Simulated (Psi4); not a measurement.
C2H3N3, charge -1, doublet, at a GFN2-xTB geometry (a state made from the parent by changing its charge; the spin is typed, not shown lowest) (a gas-phase anion, which may not be bound at this level); WB97X/6-311G** run with Psi4.

The Psi4 input:
```
memory 2 GB

molecule mol {
-1 2
C     1.108600   -0.015082   -0.127974
N     0.446255    1.134896   -0.131998
C    -0.836013    0.767749    0.127976
N    -0.932324   -0.667263    0.223836
N     0.406329   -1.137322    0.037286
H     2.183554   -0.057828   -0.260508
H    -1.689767    1.352269   -0.194310
H    -1.571138   -1.122620   -0.449055
}

set {
  basis 6-311g**
  reference uks
  scf_type pk
  puream true
  d_convergence 1e-8
  dft_radial_points 99
  dft_spherical_points 590
}

energy('wb97x')
print_variables()
```

Task: Predict the main parts of the log of this Psi4 run.

Result: 
```
   => Loading Basis Set <=

    Name: 6-311G**
    Role: ORBITAL
    Keyword: BASIS

         ---------------------------------------------------------
                                   SCF
               by Justin Turney, Rob Parrish, Andy Simmonett
                          and Daniel G. A. Smith
                              UKS Reference
         ---------------------------------------------------------

  ==> Geometry <==

    Molecular point group: c1
    Full point group: C1

    Geometry (in Angstrom), charge = -1, multiplicity = 2:

       Center              X                  Y                   Z               Mass
    ------------   -----------------  -----------------  -----------------  -----------------
         C            1.093119544834    -0.012582675342    -0.140970900454    12.000000000000
         N            0.430774544834     1.137395324658    -0.144994900454    14.003074004430
         C           -0.851493455166     0.770248324658     0.114979099546    12.000000000000
         N           -0.947804455166    -0.664763675342     0.210839099546    14.003074004430
         N            0.390848544834    -1.134822675342     0.024289099546    14.003074004430
         H            2.168073544834    -0.055328675342    -0.273504900454     1.007825032230
         H           -1.705247455166     1.354768324658    -0.207306900454     1.007825032230
         H           -1.586618455166    -1.120120675342    -0.462051900454     1.007825032230

  Running in c1 symmetry.

  Rotational constants: A =      0.32816  B =      0.31137  C =      0.16197 [cm^-1]
  Rotational constants: A =   9838.03748  B =   9334.60447  C =   4855.86387 [MHz]
  Nuclear repulsion =  161.782679402430546

  Charge       = -1
  Multiplicity = 2
  Electrons    = 37
  Nalpha       = 19
  Nbeta        = 18

  ==> Algorithm <==

  SCF Algorithm Type is PK.
  DIIS enabled.
  MOM disabled.
  Fractional occupation disabled.
  Guess Type is SAD.
  Energy threshold   = 1.00e-06
  Density threshold  = 1.00e-08
  Integral threshold = 1.00e-12

  ==> Primary Basis <==

  Basis Set: 6-311G**
    Blend: 6-311G**
    Number of shells: 52
    Number of basis functions: 108
    Number of Cartesian functions: 113
    Spherical Harmonics?: true
    Max angular momentum: 2

  ==> DFT Potential <==

   => LibXC <=

    Version 7.1.2
    S. Lehtola, C. Steigemann, M. J. T. Oliveira, and M. A. L. Marques,  SoftwareX 7, 1–5 (2018) (10.1016/j.softx.2017.11.002)

   => Composite Functional: WB97X <=

    wB97X Hyb-GGA Exchange-Correlation Functional

    J.-D. Chai and M. Head-Gordon,  J. Chem. Phys. 128, 084106 (2008) (10.1063/1.2834918)

    Deriv               =              1
    GGA                 =           TRUE
    Meta                =          FALSE

    Exchange Hybrid     =           TRUE
    MP2 Hybrid          =          FALSE

   => Exchange-Correlation Functionals <=

    1.0000   wB97X range-separated functional

   => Exact (HF) Exchange <=

    0.8423            HF,LR [omega = 0.3000]
    0.1577               HF

   => LibXC Density Thresholds  <==

    XC_HYB_GGA_XC_WB97X:  1.00E-14

   => Molecular Quadrature <=

    Radial Scheme          =       TREUTLER
    Pruning Scheme         =           NONE
    Nuclear Scheme         =       TREUTLER

    Blocking Scheme        =         OCTREE
    BS radius alpha        =              1
    Pruning alpha          =              1
    Radial Points          =             99
    Spherical Points       =            590
    Total Points           =         439940
    Total Blocks           =           3143
    Max Points             =            256
    Max Functions          =            108
    Weights Tolerance      =       1.00E-15

  ==> Integral Setup <==

  Using in-core PK algorithm.
   Calculation information:
      Number of atoms:                   8
      Number of AO shells:              52
      Number of primitives:            103
      Number of atomic orbitals:       113
[...]
   @UKS iter   3:  -242.18034546659030   -1.08646e-01   5.77516e-04 ADIIS/DIIS
   @UKS iter   4:  -242.18208404532353   -1.73858e-03   2.42771e-04 ADIIS/DIIS
   @UKS iter   5:  -242.18255892619820   -4.74881e-04   1.12124e-04 ADIIS/DIIS
   @UKS iter   6:  -242.18270341752105   -1.44491e-04   4.91712e-05 DIIS
   @UKS iter   7:  -242.18275252403308   -4.91065e-05   3.22917e-05 DIIS
   @UKS iter   8:  -242.18278473794217   -3.22139e-05   8.22027e-06 DIIS
   @UKS iter   9:  -242.18278712848164   -2.39054e-06   4.99370e-06 DIIS
   @UKS iter  10:  -242.18278743059159   -3.02110e-07   1.85033e-06 DIIS
   @UKS iter  11:  -242.18278753179459   -1.01203e-07   7.83278e-07 DIIS
   @UKS iter  12:  -242.18278755849741   -2.67028e-08   3.87766e-07 DIIS
   @UKS iter  13:  -242.18278756449493   -5.99752e-09   2.36179e-07 DIIS
   @UKS iter  14:  -242.18278756613239   -1.63746e-09   9.01028e-08 DIIS
   @UKS iter  15:  -242.18278756648806   -3.55669e-10   5.00832e-08 DIIS
   @UKS iter  16:  -242.18278756657838   -9.03242e-11   3.61901e-08 DIIS
   @UKS iter  17:  -242.18278756661951   -4.11262e-11   1.85259e-08 DIIS
   @UKS iter  18:  -242.18278756663003   -1.05160e-11   1.44563e-08 DIIS
   @UKS iter  19:  -242.18278756663921   -9.18021e-12   6.69057e-09 DIIS
  Energy and wave function converged.

  ==> Post-Iterations <==

   Electrons on quadrature grid:
      Nalpha   =   18.9999998229 ; deviation = -1.771e-07
      Nbeta    =   17.9999998102 ; deviation = -1.898e-07
      Ntotal   =   36.9999996330 ; deviation = -3.670e-07

   @Spin Contamination Metric:   2.011713980E-02
   @S^2 Expected:                7.500000000E-01
   @S^2 Observed:                7.701171398E-01
   @S   Expected:                5.000000000E-01
   @S   Observed:                5.000000000E-01

    Orbital Energies [Eh]
    ---------------------

    Alpha Occupied:

[...]
      19A      0.031719

    Alpha Virtual:

[...]
    Beta Occupied:

[...]
    Beta Virtual:

[...]
    Final Occupation by Irrep:
              A
    DOCC [    18 ]
    SOCC [     1 ]
    NA   [    19 ]
    NB   [    18 ]

  @UKS Final Energy:  -242.18278756663921

   => Energetics <=

    Nuclear Repulsion Energy =            161.7826794024305457
    One-Electron Energy =                -656.8088583738990565
    Two-Electron Energy =                 275.9201683192127916
    DFT Exchange-Correlation Energy =     -23.0767769143834833
    Empirical Dispersion Energy =           0.0000000000000000
    VV10 Nonlocal Energy =                  0.0000000000000000
    Total Energy =                       -242.1827875666392345

  UHF NO Occupations:
  HONO-2 :   17  A 1.9995012
  HONO-1 :   18  A 1.9911213
  HONO-0 :   19  A 1.0000000
  LUNO+0 :   20  A 0.0088787
  LUNO+1 :   21  A 0.0004988
  LUNO+2 :   22  A 0.0003104
  LUNO+3 :   23  A 0.0001399

Computation Completed

Properties will be evaluated at   0.000000,   0.000000,   0.000000 [a0]

Properties computed using the SCF density matrix

 Multipole Moments:

 ------------------------------------------------------------------------------------
     Multipole            Electronic (a.u.)      Nuclear  (a.u.)        Total (a.u.)
 ------------------------------------------------------------------------------------

 L = 1.  Multiply by 2.5417464519 to convert [e a0] to [Debye]
 Dipole X            :          0.6873079           -1.0531545           -0.3658466
 Dipole Y            :         -0.3358746            0.1700294           -0.1658452
 Dipole Z            :          0.3990034           -0.8841677           -0.4851643
 Magnitude           :                                                    0.6298673

 ------------------------------------------------------------------------------------

  Variable Map:
  ----------------------------------------------------------------------------
[...]
  Array Variable Map:
  ----------------------------------------------------------------------------
[...]
[...]
```
